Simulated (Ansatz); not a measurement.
Geometry optimisation, UKS PBE-D4/STO-3G (Ansatz 0.2.0).

Input file:

```yaml
crystal:
  periodic: [false, false, false]
  atoms:
    - { symbol: F, position_ang: [-0.0312, 1.1694, -0.1568] }
    - { symbol: B, position_ang: [0.0539, -0.011, -0.903] }
    - { symbol: F, position_ang: [1.3474, -0.4996, -0.8211] }
    - { symbol: F, position_ang: [-0.819, -0.9276, -0.3211] }
    - { symbol: F, position_ang: [-0.2971, 0.2262, -2.2133] }
    - { symbol: Cl, position_ang: [-0.0738, -0.0062, 2.8386] }
    - { symbol: H, position_ang: [-0.1802, 0.0489, 1.5767] }
total_charge: -1
magnetization:
  spin_polarized: true
basis:
  gaussian: { orbitals: STO-3G }
hamiltonian:
  xc: pbe
  dispersion: d4
relax:
  f_tol: 0.02
  max_steps: 40
```

Launched with:

```bash
$ ansatz run input.yaml --threads 1 --pin off --max-ram 2048MiB --backend cpu --events-out ev --progress --plain --runs-dir out
```

Q: Where does it end, and by what steps?

A: It converged. Limits of this set-up: minimal basis, an anion without diffuse functions, the dipole of an ion depends on the origin. After 8 steps the energy has fallen by 2.661 eV; H7 moved furthest, 0.56 Å.

```tsv
step	energy less start (eV)	largest force component (eV/Å)	accepted
0	0.0000	6.179	yes
1	-0.9951	3.591	yes
2	-1.8271	2.208	yes
3	-2.2764	2.435	yes
4	-2.5687	1.193	yes
5	-2.6298	0.868	yes
6	-2.6593	0.079	yes
7	-2.6605	0.021	yes
8	-2.6607	0.018	yes
```

```xyz
7
Properties=species:S:1:pos:R:3
F -0.192 0.909 0.223
B 0.032 -0.223 -0.901
F 1.368 -0.588 -0.782
F -0.873 -1.228 -0.585
F -0.268 0.475 -2.070
Cl 0.023 0.134 2.822
H -0.090 0.522 1.293
```

The run took 9.9 s on 1 thread of AMD EPYC 9R45 96-Core Processor (Zen 5), on a shared host, peak memory 0.17 GiB.
